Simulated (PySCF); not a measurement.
**C3H11Ge2NO: core ionisation energies**

Compound: C3H11Ge2NO.
Atom-mapped SMILES: `[CH2:1]=[C:2]([O:3][CH3:4])[N:5]([GeH3:6])[GeH3:7]`

Computed with delta-SCF UKS SCAN, pcX-2 on the ionised atom, pcseg-1 elsewhere, spin-free X2C (PySCF 2.14.0). Binding energies are ΔSCF values: E(core-ionised, relaxed orbitals) − E(ground state) at a fixed geometry, referred to the vacuum level.

Problem. What binding energy does each computed site have?

Solution. 
```tsv
atom(s)	environment	level	binding energy (eV)	above the level's lowest (eV)	count
O3	ether oxygen	O 1s	538.95	0.00	1
N5	nitrogen bonded to C and 2 Ge	N 1s	403.97	0.00	1
C2	vinylic carbon bearing oxygen	C 1s	292.59	+3.65	1
C4	methoxy carbon	C 1s	292.48	+3.54	1
C1	terminal =CH2 carbon	C 1s	288.94	0.00	1
```

The listed C 1s values span 3.65 eV, from C1 (bonded to C (double bond) and 2 H) to C2 (bonded to O, N and C (double bond)).

Problem. Which photon energy gives electrons from N 1s of N5 a kinetic energy of 50 eV, and what is their de Broglie wavelength?

Solution. hν = 403.97 + 50 = 453.97 eV, recoil neglected; λ = 12.264 Å/√(E/eV) = 1.73 Å.

Problem. Which effective nuclear charge Zeff reproduces each element's mean 1s value in the hydrogen-like formula E = 13.606 eV × Zeff²?

Solution. C (Z = 6): mean 291.3 eV, Zeff = 4.63, Z − Zeff = 1.37; N (Z = 7): mean 404.0 eV, Zeff = 5.45, Z − Zeff = 1.55; O (Z = 8): mean 539.0 eV, Zeff = 6.29, Z − Zeff = 1.71. Means run over the listed sites, weighted by atom count.

Spin contamination (⟨S²⟩ against 0.75 for a pure doublet) is marked for C 1s of C2 (0.87), which makes this value less certain. No level of germanium is listed. Geometry: PBE0-D3(BJ)/def2-SVP, one conformer, isolated molecule.

Conformer computed: `[CH2:1]=[C:2]([O:3][CH3:4])[N:5]([GeH3:6])[GeH3:7]`: C1–C2–O3–C4 0°, C1–C2–N5–Ge6 0°.
